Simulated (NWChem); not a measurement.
System: SiNH$_{3}$BrCl; SMILES Br[SiH](N)Cl

```xyz
7

Si     0.4780    -0.6051     0.4372
N      1.9034    -1.0904    -0.3629
Cl    -1.0230    -1.8983    -0.1194
Br    -0.2288     1.4575    -0.0580
H      0.6926    -0.6362     1.9013
H      1.8935    -1.2833    -1.3588
H      2.7983    -0.7186    -0.0624
```
Atoms are numbered in this order, from 1.

Computed with NWChem. Pople sets run with spherical d functions. Geometry: optimised at PBE0/def2-SVP.

Predict the results for BP86/6-31G*. Quantities: highest occupied level (eV); orbital gap (eV); dipole (D).


- highest occupied level (eV): -6.64
- orbital gap (eV): 5.80
- dipole (D): 2.85
